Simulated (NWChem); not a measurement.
GeH4O2; SMILES [OH][GeH2][OH]

```xyz
7

Ge     0.0000     0.0000     0.2936
O     -1.4780    -0.0656    -0.7250
O      1.4780     0.0656    -0.7250
H     -0.0795    -1.3039     1.1176
H      0.0795     1.3039     1.1176
H     -1.5722     0.7532    -1.2372
H      1.5722    -0.7532    -1.2372
```
Atoms are numbered in this order, from 1.

Results from NWChem. Pople sets run with spherical d functions. Structure relaxed at the B3LYP/6-31G* (spherical d) level. GIAO values for the isolated, static molecule; σ is the absolute isotropic shielding, δ = σ(reference) − σ with the isolated reference molecule computed at the same levels (1H: tetramethylsilane, 17O: water).

```tsv
level	σ Ge1 (ppm)	δ O2 (ppm)	δ H4 (ppm)	δ H6 (ppm)
PBE0/pcSseg-1	1313.7	55.8	5.68	1.49
B3LYP/6-311G**	___	___	5.90	___
LDA (Slater exchange, VWN5)/pcSseg-1	1182.5	84.1	6.32	1.91
KT2/pcSseg-1	1303.1	71.5	5.88	1.55
```

### Question
Fill in the missing entries.

### Answer

- B3LYP/6-311G**, σ Ge1 (ppm): 1287.6
- B3LYP/6-311G**, δ O2 (ppm): 66.2
- B3LYP/6-311G**, δ H6 (ppm): 1.26
